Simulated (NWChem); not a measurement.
System: CH4ClGaO; SMILES C[O][GaH][Cl]

Here is an NWChem input.

```
start job
memory heap 200 mb stack 900 mb global 1100 mb
geometry units angstroms noautosym nocenter noautoz
  Ga    -0.423477     0.024590    -0.000659
  H     -1.948288    -0.262301    -0.003196
  Cl     0.392782     1.999768    -0.002248
  O      0.816007    -1.241063     0.004741
  C      0.562898    -2.616423     0.003535
  H      1.009807    -3.087177    -0.889968
  H      1.019770    -3.089727     0.890558
  H     -0.514900    -2.872454     0.009216
end
basis spherical
  Ga library sto-3g
  H library sto-3g
  Cl library sto-3g
  O library sto-3g
  C library sto-3g
end
dft
  xc hfexch
  iterations 150
end
property
  shielding
end
task dft property
```

Excerpt of the output:

```
             Northwest Computational Chemistry Package (NWChem) 7.3.0
             --------------------------------------------------------

                             Geometry "geometry" -> ""
                             -------------------------

 Output coordinates in angstroms (scale by  1.889725989 to convert to a.u.)

  No.       Tag          Charge          X              Y              Z
 ---- ---------------- ---------- -------------- -------------- --------------
    1 Ga                  31.0000    -0.42347700     0.02459000    -0.00065900
    2 H                    1.0000    -1.94828800    -0.26230100    -0.00319600
    3 Cl                  17.0000     0.39278200     1.99976800    -0.00224800
    4 O                    8.0000     0.81600700    -1.24106300     0.00474100
    5 C                    6.0000     0.56289800    -2.61642300     0.00353500
    6 H                    1.0000     1.00980700    -3.08717700    -0.88996800
    7 H                    1.0000     1.01977000    -3.08972700     0.89055800
    8 H                    1.0000    -0.51490000    -2.87245400     0.00921600

 Effective nuclear repulsion energy (a.u.)     343.3025009135

  xc_inp: hfexch multiplicative factor not found.
                              NWChem Property Module
                              ----------------------

  itol2e modified to match energy
  convergence criterion.

                                 NWChem DFT Module
                                 -----------------

 Summary of "ao basis" -> "ao basis" (spherical)
 ------------------------------------------------------------------------------
       Tag                 Description            Shells   Functions and Types
 ---------------- ------------------------------  ------  ---------------------
 Ga                          sto-3g                  8       18   4s3p1d
 H                           sto-3g                  1        1   1s
 Cl                          sto-3g                  5        9   3s2p
 O                           sto-3g                  3        5   2s1p
 C                           sto-3g                  3        5   2s1p

  itol2e modified to match energy
  convergence criterion.

            General Information
            -------------------
          SCF calculation type: DFT
          Wavefunction type:  closed shell.
          No. of atoms     :     8
          No. of electrons :    66
           Alpha electrons :    33
            Beta electrons :    33
          Charge           :     0
          Spin multiplicity:     1
          Use of symmetry is: off; symmetry adaption is: off
          Maximum number of iterations: 150
          AO basis - number of functions:    41
                     number of shells:    23
          Convergence on energy requested:  1.00D-07
          Convergence on density requested:  1.00D-05
          Convergence on gradient requested:  5.00D-04

              XC Information
              --------------
                     Hartree-Fock (Exact) Exchange  1.000

      Superposition of Atomic Density Guess
      -------------------------------------

 Sum of atomic energies:       -2468.10907305

      Non-variational initial energy
      ------------------------------

 Total energy =   -2468.351335
 1-e energy   =   -4148.470672
 2-e energy   =    1336.816837
 HOMO         =      -0.024581
 LUMO         =       0.208485

[...]

          -----------------------------------------
          Chemical Shielding Tensors (GIAO, in ppm)
          -----------------------------------------

                                NWChem CPHF Module
                                ------------------

  scftype          =     RHF
  nclosed          =       33
  nopen            =        0
  variables        =      264
  # of vectors     =        3
  tolerance        = 0.10D-03
  level shift      = 0.00D+00
  max iterations   =       50
  max subspace     =       30

 SCF residual:    2.1754504024020574E-005

Iterative solution of linear equations
  No. of variables      264
  No. of equations        3
  Maximum subspace       30
        Iterations       50
       Convergence  1.0D-04

   iter   nsub   residual    time
   ----  ------  --------  ---------
     1      3    1.64D+00      11.2
     2      6    4.39D-01      12.7
     3      9    1.44D-01      14.2
     4     12    8.20D-02      15.6
     5     15    2.93D-02      17.1
     6     18    5.09D-03      18.5
     7     21    1.97D-03      19.9
     8     24    8.87D-04      21.3
     9     27    2.33D-04      22.7
    10     30    5.66D-05      24.1

      Atom:    1  Ga
        Diamagnetic
   2609.6900      0.9890      0.0030
      0.9890   2616.7821     -0.0106
      0.0030     -0.0106   2608.0979

        Paramagnetic
  -1054.8328     16.4989     -0.4154
     16.4989  -1333.4371      1.4502
     -0.4154      1.4502   -737.1573

        Total Shielding Tensor
   1554.8572     17.4878     -0.4124
     17.4878   1283.3451      1.4396
     -0.4124      1.4396   1870.9405

           isotropic =    1569.7143
          anisotropy =     451.8453

          Principal Components and Axis System
                 1           2           3
             1870.9445   1555.9786   1282.2197

      1        -0.0012      0.9979     -0.0640
      2         0.0024      0.0640      0.9979
      3         1.0000      0.0010     -0.0025

      Atom:    2  H
        Diamagnetic
     42.8623      3.6041      0.0336
      3.6041     25.3282      0.0033
      0.0336      0.0033     22.7265

        Paramagnetic
     -7.3755     -2.1988     -0.0211
     -2.1988      1.3754     -0.0011
     -0.0211     -0.0011      4.6348

        Total Shielding Tensor
     35.4868      1.4053      0.0125
      1.4053     26.7036      0.0022
      0.0125      0.0022     27.3613

           isotropic =      29.8506
          anisotropy =       8.7834

          Principal Components and Axis System
                 1           2           3
               35.7062     27.3613     26.4842

      1         0.9880     -0.0015     -0.1542
      2         0.1542      0.0000      0.9880
      3         0.0015      1.0000     -0.0003

      Atom:    3  Cl
        Diamagnetic
   1127.0405      4.1324     -0.0042
      4.1324   1137.0580     -0.0104
     -0.0042     -0.0104   1125.7571

        Paramagnetic
     97.4320    -49.5317     -0.3572
    -49.5317   -108.0858      0.6374
     -0.3572      0.6374    347.5429

        Total Shielding Tensor
   1224.4725    -45.3993     -0.3614
    -45.3993   1028.9722      0.6271
     -0.3614      0.6271   1473.3000

           isotropic =    1242.2482
          anisotropy =     346.5800

          Principal Components and Axis System
                 1           2           3
             1473.3016   1234.4997   1018.9433

      1        -0.0017      0.9765      0.2157
      2         0.0016     -0.2157      0.9765
      3         1.0000      0.0020     -0.0012

      Atom:    4  O
        Diamagnetic
    372.3119    -13.0267      0.0981
    -13.0267    405.8576     -0.0620
      0.0981     -0.0620    351.8499

        Paramagnetic
     10.7157    -16.8335     -0.4192
    -16.8335   -288.3933      0.4545
     -0.4192      0.4545    174.1648

        Total Shielding Tensor
    383.0276    -29.8601     -0.3211
    -29.8601    117.4643      0.3924
     -0.3211      0.3924    526.0147

           isotropic =     342.1689
          anisotropy =     275.7706

          Principal Components and Axis System
                 1           2           3
              526.0160    386.3428    114.1479

      1        -0.0025      0.9939      0.1104
      2         0.0011     -0.1104      0.9939
      3         1.0000      0.0026     -0.0009

      Atom:    5  C
        Diamagnetic
    245.2618     -0.7826      0.0052
     -0.7826    255.8167     -0.0023
      0.0052     -0.0023    244.4452

        Paramagnetic
    -70.1530      6.7547     -0.0061
      6.7547    -22.5693      0.0043
     -0.0061      0.0043    -77.2419

        Total Shielding Tensor
    175.1087      5.9720     -0.0009
      5.9720    233.2474      0.0019
     -0.0009      0.0019    167.2032

           isotropic =     191.8531
          anisotropy =      63.0020

          Principal Components and Axis System
                 1           2           3
              233.8545    174.5016    167.2032

      1         0.1011      0.9949      0.0001
      2         0.9949     -0.1011     -0.0000
      3         0.0000     -0.0001      1.0000

      Atom:    6  H
        Diamagnetic
     26.8594     -3.5422     -4.5582
     -3.5422     31.8494      6.1542
     -4.5582      6.1542     33.6578

        Paramagnetic
      1.3971      1.0018      1.7520
      1.0018      0.1218     -1.9210
      1.7520     -1.9210     -2.4836

        Total Shielding Tensor
     28.2566     -2.5403     -2.8061
     -2.5403     31.9712      4.2332
     -2.8061      4.2332     31.1742

           isotropic =      30.4673
          anisotropy =      10.3725

          Principal Components and Axis System
                 1           2           3
               37.3823     27.4673     26.5523

      1        -0.3820     -0.3675      0.8479
      2         0.6740     -0.7386     -0.0164
      3         0.6323      0.5652      0.5298

[...]
```

Level: Hartree-Fock/STO-3G, GIAO. STO-3G and 3-21G are far too small for this property and stand as cheap habits. Structure relaxed at the PBE0/def2-SVP level. The printed shielding anisotropy is the first printed principal value minus the mean of the other two.
